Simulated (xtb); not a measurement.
Br5W, SMILES [Br][W+]([Br])([Br])([Br])[Br], charge +1, multiplicity 1. All values are semi-empirical tight-binding results from xtb (GFN2-xTB unless named), good for trends rather than for accurate numbers. Coordinates come from a GFN2-xTB optimisation. The multiplicity is an assumed one; other spin states were not compared.

Optimised geometry:

Bonded distances (Å): W1–Br2 2.428, W1–Br3 2.428, W1–Br4 2.384, W1–Br5 2.384, W1–Br6 2.384. Bond angles (°): Br2–W1–Br3 180.0, Br2–W1–Br4 90.0, Br2–W1–Br5 90.0, Br2–W1–Br6 90.0, Br3–W1–Br4 90.0, Br3–W1–Br5 90.0, Br3–W1–Br6 90.0, Br4–W1–Br5 120.0, Br4–W1–Br6 120.0, Br5–W1–Br6 120.0.
Charge +1, spin multiplicity 1.

For metal compounds this method's bond lengths and energies can be far off.

The point group as xtb finds it is D3h and the orbital gap is 2.32 eV. The zero-point energy comes out as 2.7 kcal/mol and the G − E(el) at 298.15 K (modified RRHO) comes out as -22.3 kcal/mol.

Give the atomic charges and the Wiberg bond orders between heavy atoms. (Estimate from the structure and the level; the computed values follow.)

charges (e) W1 1.24, Br2 -0.11, Br3 -0.11, Br4 -0.01, Br5 -0.01, Br6 -0.01. Bond orders W1–Br2 1.23, W1–Br3 1.23, W1–Br4 1.37, W1–Br5 1.37, W1–Br6 1.37.
